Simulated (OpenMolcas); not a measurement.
# Cu2+ in a point-charge field

Cu2+ among 6 point charges of -1.1 e arranged as a trigonal antiprism (D3d), 1.9 Å from the ion, with a polar angle of 63.0° against the regular 54.74°.
```
   0.0000    1.6921    0.8642  -1.10
  -1.4654   -0.8460    0.8642  -1.10
   1.4654   -0.8460    0.8642  -1.10
   0.0000   -1.6921   -0.8642  -1.10
   1.4654    0.8460   -0.8642  -1.10
  -1.4654    0.8460   -0.8642  -1.10
```

- Program: OpenMolcas 26.06
- Method: SS-CASPT2, IPEA 0.25 Eh, imaginary shift 0.1 Eh (closed shells correlated: 3s 3p)
- Basis: ANO-RCC-VDZP [5s4p2d1f]
- Scalar Hamiltonian: DKH2, point nucleus
- Active space: 9 electrons in 5 orbitals (3d)
- State averaging: 2S+1 = 2 even, 5 roots
- Spin-orbit coupling: RASSI with atomic mean-field integrals over the reference wave functions

The lowest spin-free states (labels of D3, the rotations of D3d), above the lowest:

```tsv
State	Degeneracy	E (cm-1)	Free-ion L (%)
2E	2	0	D (100)
2E	2	4020	D (100)
2A1	1	6110	D (100)
```

The lowest levels with spin-orbit coupling:

```
E (cm-1)  Degeneracy  Label  2S+1               g
       0           2   E1/2     2  0.06 0.06 5.52
    1180           2   E3/2     2  0.00 0.00 1.42
    4640           2   E1/2     2  0.12 2.04 2.04
    4770           2   E3/2     2  0.00 0.00 2.81
    7300           2   E1/2     2  0.10 0.10 1.64
```

Powder χT (cm3 K/mol): 0.954 at 2 K, 0.958 at 10 K, 0.979 at 50 K, 1 at 100 K, 1.06 at 200 K, 1.1 at 300 K. The effective moment at 300 K is 2.828 √(χT) = 2.97 μB.

The lowest level has 2S+1 = 2, for which the spin-only value is χT = S(S+1) / 2 = 0.375 cm3 K/mol (g = 2). The computed 1.105 at 300 K differs by +0.730, through orbital momentum, spin-orbit coupling and any other state in reach.

Roots that are degenerate in the reference are averaged as groups; the widest CASPT2 spread within a group is 28 cm-1 (the 2-fold group of multiplicity 2 near 4020 cm-1 above the lowest state of its run). Shifts and gaps below about the spread of the groups concerned are not significant. An orbital doublet at a regular site is open to a Jahn-Teller distortion, which this geometry leaves out. Free-ion shares, where given, are those of the reference states; single-state CASPT2 does not remix them. Point charges carry no covalency, so the field is a model and not that of real ligands. No measured value stands beside these numbers.
